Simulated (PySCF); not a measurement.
## ZnPb⁺ at PBE0

Computed with PBE0; PySCF, scalar-relativistic core potentials, basis sets Zn def2-SVP, Pb def2-SVP with ECP60.

* state: ⁴Σ⁻ (quartet), unpaired electrons σ ↑, π ↑↑, a second solution, started from another occupation
* bond length: 2.614 Å
* harmonic wavenumber: 157 cm⁻¹
* force constant: 0.711 mdyn/Å
* rotational constant Be: 0.05045 cm⁻¹
* anharmonicity ωexe: 0.933 cm⁻¹
* vibration–rotation constant αe: 0.000315 cm⁻¹
* bond order (Mayer): 1.02
* dipole moment (positive dipole points towards Pb; it is taken about the centre of mass and depends on that origin): -5.79 D

These are scalar-relativistic numbers at best; spin–orbit coupling would shift them, the dissociation energy most. Counting both spins, an empty level lies below a filled one in this solution, because spin and occupation are held.
